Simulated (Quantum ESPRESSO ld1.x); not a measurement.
Species: Sm IV. Configuration: [Xe] 4f4.75 5f0.25 (fractional occupations, a model configuration).

All-electron calculation, Dirac Kohn-Sham, relativistic LDA (MacDonald-Vosko exchange, VWN5 correlation), spin-unpolarised, spherical densities, point nucleus; open shells fill j = l - 1/2 first. Program: ld1.x of Quantum ESPRESSO 7.5.

Energy parts (hartree):
total: -10408.49
kinetic: 11250.81
electron-nucleus: -25424.18
Hartree: 3975.39
exchange-correlation: -210.51

Orbitals (lengths in bohr, moments of r in powers of bohr):
orbital,occ.,eigenvalue (hartree),<r^2>,small-component weight
1s1/2,2,-1704.12,0.0007103,5.27e-02
2s1/2,2,-279.785,0.01112,1.16e-02
2p1/2,2,-265.555,0.008092,1.17e-02
2p3/2,4,-243.645,0.009332,1.09e-02
3s1/2,2,-62.3387,0.07467,3.64e-03
3p1/2,2,-56.1608,0.06971,3.58e-03
3p3/2,4,-51.7229,0.07691,3.36e-03
3d3/2,4,-40.9246,0.06176,3.25e-03
3d5/2,6,-39.9558,0.06379,3.18e-03
4s1/2,2,-13.3926,0.3794,1.15e-03
4p1/2,2,-11.0149,0.4002,1.08e-03
4p3/2,4,-10.0286,0.4398,1.00e-03
4d3/2,4,-6.09222,0.5080,8.49e-04
4d5/2,6,-5.91423,0.5236,8.28e-04
5s1/2,2,-2.69238,2.108,2.60e-04
5p1/2,2,-2.01862,2.596,2.13e-04
5p3/2,4,-1.86985,2.872,1.93e-04
4f5/2,4.75,-1.32622,0.9981,4.87e-04
4f7/2,0,-1.30351,1.020,4.80e-04
5f5/2,0.25,-0.37951,24.12,2.59e-05
5f7/2,0,-0.37880,24.26,2.60e-05

The highest occupied level is 5f5/2 at -10.327 eV. The configuration is held as typed, so some empty levels lie below it. Summed over all electrons, <r^2> = 41.46 bohr^2, which gives a Langevin (diamagnetic) susceptibility term of -32.8 x 10^-6 cm^3/mol. The density falls to 0.001 e/bohr^3 at r = 3.42 bohr.
